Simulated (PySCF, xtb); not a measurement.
Al(OH)(PH2)2 (AlH5OP2), SMILES [OH][Al]([PH2])[PH2]. Other conformers were not sampled.

Harmonic wavenumbers (cm⁻¹) from GFN2-xTB run with xtb at its own minimum, in rising order: 80, 91, 102, 134, 164, 323, 400, 463, 490, 503, 523, 536, 546, 875, 1126, 1130, 2177, 2181, 2247, 2259, 3755.

### Question
What does B3LYP-D3(BJ)/def2-SVP (PySCF) give at its own minimum? (The exact figures need the calculation; the answer reports its results.)

### Answer
64, 86, 112, 171, 176, 325, 345, 459, 497, 518, 568, 618, 640, 868, 1087, 1094, 2362, 2366, 2377, 2381, 3925. Paired by order, the mean absolute difference is 60 cm⁻¹ and the zero-point energies are 28.7 and 30.1 kcal/mol.
